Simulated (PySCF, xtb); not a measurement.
TlCl, SMILES [Cl][Tl].

Harmonic wavenumbers (cm⁻¹) from GFN2-xTB (xtb) at its own minimum, in rising order: 215.

Q: What does B3LYP-D3(BJ)/def2-TZVP (PySCF) give at its own minimum? (The exact figures need the calculation; the answer reports its results.)

A: 270. Paired by order, the mean absolute difference is 55 cm⁻¹ and the zero-point energies are 0.3 and 0.4 kcal/mol.
